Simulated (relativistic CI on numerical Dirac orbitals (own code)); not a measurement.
Energy levels of Ni+

Computed by Dirac-Coulomb-Breit CI, KLI orbitals optimised for each configuration, model QED (radiative potential, 1s self-energy scaled to tabulated hydrogen-like ionisation energies), valence Slater integrals scaled by 0.85, P86 correlation estimate, and configurations built on the next ion tied to the tabulated ionisation energy (semi-empirical) (own radial code, finite nucleus).

Configuration list (outside the closed core [Ar]): 3d9, 3d8.4s, 3d7.4s2, 3d8.4p, 3d8.4d, 3d8.5s, 3d8.4f, 3d7.4s.4p, 3d8.5p, 3d8.5d, 3d8.5f, 3d8.5g, 3d7.4s.5s, 3d7.4p2. Levels of other configurations are missing.

The lowest level is 3d9 2D_5/2, with 99 % of that term; Hund's rules for 3d9 give 2D with J = 5/2, in agreement.

| No. | Configuration | Term | J | E (cm⁻¹) | % | Landé g | Lifetime (s) | jj configuration (%) |
| --- | --- | --- | --- | --- | --- | --- | --- | --- |
| 1 | 3d9 | 2D | 5/2 | 0.0 | 99 | 1.200 |  | 3d5/2^5 (99) |
| 2 | 3d9 | 2D | 3/2 | 1413.8 | 99 | 0.799 | 2.19e+01 | 3d3/2^3 3d5/2^6 (99) |
| 3 | 3d8.4s | 4F | 9/2 | 13916.3 | 99 | 1.333 |  | 3d5/2^4 4s (82) |
| 4 | 3d8.4s | 4F | 7/2 | 14831.0 | 98 | 1.237 | 3.33e+01 | 3d3/2^3 3d5/2^5 4s (70) |
| 5 | 3d8.4s | 4F | 5/2 | 15586.4 | 99 | 1.027 | 3.69e+01 | 3d3/2^3 3d5/2^5 4s (73) |
| 6 | 3d8.4s | 4F | 3/2 | 16116.1 | 99 | 0.400 | 9.32e+01 | 3d3/2^2 3d5/2^6 4s (61) |
| 7 | 3d8.4s | 2F | 7/2 | 19580.5 | 98 | 1.144 |  | 3d5/2^4 4s (53) |
| 8 | 3d8.4s | 2F | 5/2 | 20991.0 | 98 | 0.860 |  | 3d3/2^3 3d5/2^5 4s (55) |
| 9 | 3d8.4s | 2D | 5/2 | 29573.8 | 64 | 1.337 | 5.03e-01 | 3d5/2^4 4s (86) |
| 10 | 3d8.4s | 2D | 3/2 | 30001.3 | 89 | 0.879 | 3.35e-01 | 3d5/2^4 4s (63) |
| 11 | 3d8.4s | 4P | 5/2 | 31506.3 | 65 | 1.462 | 7.10e-01 | 3d3/2^3 3d5/2^5 4s (70) |
| 12 | 3d8.4s | 4P | 3/2 | 31537.8 | 92 | 1.662 | 2.62e+00 | 3d3/2^3 3d5/2^5 4s (93) |
| 13 | 3d8.4s | 4P | 1/2 | 31714.2 | 99 | 2.668 | 1.24e+01 | 3d3/2^2 3d5/2^6 4s (36) |
| 14 | 3d7.4s2‡ | 4F | 9/2 | 35995.3 | 96 | 1.333 |  | 3d5/2^3 (51) |
| 15 | 3d8.4s | 2P | 3/2 | 36415.1 | 97 | 1.325 | 5.22e-02 | 3d3/2^3 3d5/2^5 4s (67) |
| 16 | 3d8.4s | 2P | 1/2 | 36960.0 | 99 | 0.668 | 5.05e-02 | 3d3/2^3 3d5/2^5 4s (64) |
| 17 | 3d7.4s2‡ | 4F | 7/2 | 37129.6 | 96 | 1.237 |  | 3d3/2^3 3d5/2^4 (79) |
| 18 | 3d8.4s | 2G | 9/2 | 37677.2 | 99 | 1.111 | 1.30e-01 | 3d3/2^3 3d5/2^5 4s (81) |
| 19 | 3d8.4s | 2G | 7/2 | 37703.5 | 99 | 0.889 | 1.51e-01 | 3d3/2^3 3d5/2^5 4s (82) |
| 20 | 3d7.4s2‡ | 4F | 5/2 | 37945.8 | 96 | 1.028 |  | 3d3/2^2 3d5/2^5 (68) |
| 21 | 3d7.4s2‡ | 4F | 3/2 | 38498.9 | 96 | 0.400 |  | 3d3/2^2 3d5/2^5 (34) |
| 22 | 3d7.4s2‡ | 2G | 9/2 | 54266.0 | 93 | 1.106 |  | 3d5/2^3 (41) |
| 23 | 3d7.4s2‡ | 4P | 5/2 | 54322.3 | 95 | 1.599 |  | 3d3/2^3 3d5/2^4 (57) |
| 24 | 3d7.4s2‡ | 4P | 3/2 | 54605.2 | 91 | 1.713 |  | 3d3/2^3 3d5/2^4 (41) |
| 25 | 3d8.4p | 4D° | 7/2 | 54661.9 | 95 | 1.424 | 3.29e-09 | 3d5/2^4 4p1/2 (53) |
| 26 | 3d7.4s2‡ | 4P | 1/2 | 55132.5 | 94 | 2.629 |  | 3d3/2^3 3d5/2^4 (58) |
| 27 | 3d7.4s2‡ | 2G | 7/2 | 55338.3 | 96 | 0.889 |  | 3d3/2^3 3d5/2^4 (49) |
| 28 | 3d8.4p | 4D° | 5/2 | 55774.4 | 95 | 1.361 | 3.24e-09 | 3d3/2^3 3d5/2^5 4p3/2 (36) |
| 29 | 3d8.4p | 4D° | 3/2 | 56619.1 | 96 | 1.187 | 3.22e-09 | 3d3/2^3 3d5/2^5 4p3/2 (59) |
| 30 | 3d8.4p | 4G° | 9/2 | 56709.5 | 52 | 1.214 | 3.01e-09 | 3d5/2^4 4p1/2 (72) |
| 31 | 3d8.4p | 4G° | 11/2 | 56728.1 | 99 | 1.273 | 2.73e-09 | 3d5/2^4 4p3/2 (82) |
| 32 | 3d8.4p | 4D° | 1/2 | 57132.5 | 98 | 0.000 | 3.21e-09 | 3d3/2^2 3d5/2^6 4p3/2 (58) |
| 33 | 3d8.4p | 4F° | 9/2 | 57479.4 | 63 | 1.265 | 3.01e-09 | 3d5/2^4 4p3/2 (72) |
| 34 | 3d8.4p | 4G° | 7/2 | 57498.8 | 59 | 1.068 | 2.93e-09 | 3d3/2^3 3d5/2^5 4p1/2 (64) |
| 35 | 3d8.4p | 4G° | 5/2 | 58238.7 | 74 | 0.688 | 2.87e-09 | 3d3/2^2 3d5/2^6 4p1/2 (36) |
| 36 | 3d8.4p | 4F° | 7/2 | 58335.4 | 57 | 1.142 | 2.92e-09 | 3d3/2^3 3d5/2^5 4p3/2 (62) |
| 37 | 3d8.4p | 2G° | 9/2 | 58635.9 | 64 | 1.137 | 3.23e-09 | 3d3/2^3 3d5/2^5 4p3/2 (84) |
| 38 | 3d8.4p | 4F° | 5/2 | 58905.9 | 68 | 0.918 | 2.93e-09 | 3d3/2^2 3d5/2^6 4p3/2 (31) |
| 39 | 3d8.4p | 4F° | 3/2 | 59190.7 | 94 | 0.415 | 3.00e-09 | 3d3/2^2 3d5/2^6 4p3/2 (29) |
| 40 | 3d8.4p | 2G° | 7/2 | 59782.3 | 76 | 0.935 | 3.33e-09 | 3d3/2^3 3d5/2^5 4p3/2 (48) |
| 41 | 3d7.4s2‡ | 2P | 3/2 | 60217.3 | 76 | 1.266 |  | 3d5/2^3 (50) |
| 42 | 3d7.4s2‡ | 2H | 11/2 | 60227.9 | 96 | 1.091 |  | 3d3/2^3 3d5/2^4 (96) |
| 43 | 3d8.4p | 2F° | 7/2 | 60433.4 | 78 | 1.114 | 2.74e-09 | 3d5/2^4 4p3/2 (25) |
| 44 | 3d8.4p | 2D° | 5/2 | 60983.2 | 59 | 1.065 | 2.10e-09 | 3d5/2^4 4p3/2 (48) |
| 45 | 3d7.4s2‡ | 2H | 9/2 | 61211.2 | 93 | 0.914 |  | 3d3/2^2 3d5/2^5 (65) |

Energies count from the lowest computed level; ° marks odd parity; lifetimes are radiative, by E1, M1, E2 decay to levels of this space only; some are left blank where a channel outside the calculation adds to the decay or the decay crosses a small, uncertain gap. Filled j subshells are mostly left out of the jj labels. ‡ marks configurations that were not tied to measured data.

The mean weight of the leading LS term, summed over parents, in these 45 levels is 87 %, and that of the leading jj configuration (from the same eigenvectors) 62 %, so LS coupling describes them better.

Configurations that consist of the next ion and one excited electron were tied to the tabulated ionisation energy; Rydberg ones are usually within 1,000 to 3,000 cm⁻¹ and the lowest ones within about 6,000 (9,000 in d shells), while levels on excited terms of the next ion carry the error of that term, and the other configurations can be misplaced by 10,000 cm⁻¹ or more. Rates follow the energies as ν³ (E1, M1) or ν⁵ (E2), so rates, branching and lifetimes can be off by large factors. The fine structure of a lone outer electron comes out too small, for d and f at times inverted, and misplaced configurations move strength between like terms. 60 of the 69 excited levels that our extract of the measured tables holds in this range could be paired (the sources list more); they are missed by 5219 cm⁻¹ on average and 16119 at most, and levels without a partner can miss by more.

LS names give the leading component of a level, which can be under half, so a name can repeat, a term be missing and a line seem to break the LS rules.
